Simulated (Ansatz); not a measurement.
Gas-phase electronic energies from Ansatz, PBE0-D4/def2-TZVP geometries. CCSD(T)/CBS is the MP2 limit (def2-TZVPP, def2-QZVPP) plus CCSD(T) − MP2 in def2-TZVPP, frozen cores. For Ge outer-core shells are correlated without core-valence functions, which leaves a few kJ/mol of doubt a bond. Scalar relativity is left out up to krypton. Each species was taken in one conformer, which may not be the lowest.

`[OH][GeH2][C]#C[SiH](O)F` + `O[SiH](O)O` → `O[SiH](O)O[SiH](O)F` + `C#[C][GeH2][OH]`  (ligand exchange at the Si–C bond)

```csv
species,CCSD(T)/CBS(def2) energy (Eh)
`[OH][GeH2][C]#C[SiH](O)F`,-2694.54757
`O[SiH](O)O`,-517.17167
`O[SiH](O)O[SiH](O)F`,-982.00570
`C#[C][GeH2][OH]`,-2229.74950
```

Task: Work out ΔE.

Result: ΔE = (-982.00570) + (-2229.74950) − (-2694.54757) − (-517.17167) = -0.03596 Eh = -22.6 kcal/mol.

Largest T1 diagnostic among the species: 0.012.

The D4 term adds −1.1 kcal/mol with B3LYP and −0.6 kcal/mol with PBE0; it sums over pairs of atoms, weighted by their polarisabilities, and B3LYP, whose exchange is more repulsive, gets the larger term. In def2-TZVPP, CCSD(T) changes the Hartree–Fock value by +3.0 kcal/mol (the triples alone add +0.7 kcal/mol) and MP2 by +3.6 kcal/mol. From PBE to PBE0 (25 % exact exchange), in def2-TZVPP and without D4, ΔE moves by −1.7 kcal/mol.

B3LYP here is the variant with VWN-RPA as its local correlation; programs differ in this.
